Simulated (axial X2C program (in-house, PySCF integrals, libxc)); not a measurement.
# Correcting the dissociation energy of Br₂⁺ for spin–orbit coupling

A spin-free CCSD(T) curve (one-electron X2C) was computed with an in-house all-electron X2C program for linear molecules (integrals from PySCF), basis Br dyall-cv3z [8s9p6d4f1g] (cores contracted in-house), for the state M_S = 1/2, Λ = 1 (beyond evenly filled blocks: π+α, π+β, π-α). It gives D0 = 3.094 eV to Br+ + Br, which in a spin-free picture are the weighted means of the ground terms.

Correlated methods: 13 electrons correlated (number of frozen shells: Br 3 s, 2 p, 1 d), 227 virtual spin orbitals or spinors in MP2, 90 natural virtuals in coupled cluster.

Measured levels of the ground terms (NIST Handbook of Basic Atomic Spectroscopic Data), in cm⁻¹: Br+ 3P: J = 2 at 0, J = 1 at 3136.5, J = 0 at 3837.4; Br 2P: J = 3/2 at 0, J = 1/2 at 3685.2.

The two components of the molecular doublet are 2897 cm⁻¹ apart in the PBE0 2c search (Ω = 3/2 lower), so the lower one lies 1448 cm⁻¹ under their mean.

(1) How far does each ground level lie under the (2J+1)-weighted mean of its term?

(2) Correct D0.

Second-order spin–orbit effects in the molecule, which grow quickly with Z, are left out. One determinant describes the state; a PBE0 search over occupations chose it and may have missed a lower one. De is counted from the lowest determinant-based energies of the atoms at the same level, without counterpoise correction. Coupled cluster ran in a truncated set of natural virtual spinors; the MP2 energy of the rest was added. (T) has no such correction and the atoms are truncated less, which lowers De at CCSD(T) by a hundredth of an eV or more.

Results:

(1) Br+: (5 × 0 + 3 × 3136.5 + 1 × 3837.4)/9 = 1472 cm⁻¹; Br: (4 × 0 + 2 × 3685.2)/6 = 1228 cm⁻¹.

(2) D0 = 3.094 + (1448 − 2700)/8065.5 = 2.939 eV at CCSD(T) with these spin–orbit terms.
